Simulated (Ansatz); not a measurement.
V, quartet (typed; the unrestricted solution is spin-contaminated); B3LYP/def2-SV(P) (Ansatz, an electronic-structure program).

Input for Ansatz:
Ansatz 0.2 input:
```yaml
crystal:
  periodic: [false, false, false]
  atoms:
    - {symbol: V, position_ang: [0.00000000, 0.00000000, 0.00000000]}
basis:
  gaussian:
    orbitals: def2-SV_P_.json
hamiltonian:
  xc: b3lyp
magnetization: {spin_polarized: true, initial_magnetization: 3}
```
The basis file holds def2-SV(P) in the JSON format of the Basis Set Exchange.

### Question
Predict the main parts of the log of this Ansatz run.

### Answer

```
Functional definition: B3LYP
161 factors; integrals over basis functions are off by at most 4.9e-5 eV
mean field evaluation 1: about -25666.3323 eV, gradient 4.1e1 eV
mean field evaluation 2: about -25613.9381 eV, gradient 6.1e1 eV
mean field evaluation 4: about -25677.6940 eV, gradient 2.2e1 eV
mean field evaluation 8: about -25681.6318 eV, gradient 5.9e-1 eV
mean field evaluation 16: about -25681.7001 eV, gradient 5.5e-3 eV
mean field evaluation 32: about -25681.7001 eV, gradient 9.4e-6 eV
mean field evaluation 64: about -25681.6978 eV, gradient 1.7e-1 eV
mean field evaluation 96: about -25681.6798 eV, gradient 4.2e-1 eV
mean field -25681.70005264 eV, -943.7850692529 hartree, gradient 3.6e-6 eV, S^2 3.855270; 10 other end points of the search recorded, 0 dependent functions left out
reference -25681.70020525 eV, -943.7850748615 hartree; 13, 10 occupied and 11, 14 virtual orbitals, 161 factors
Total energy: -25681.70020525 eV, -943.7850748615 hartree
```
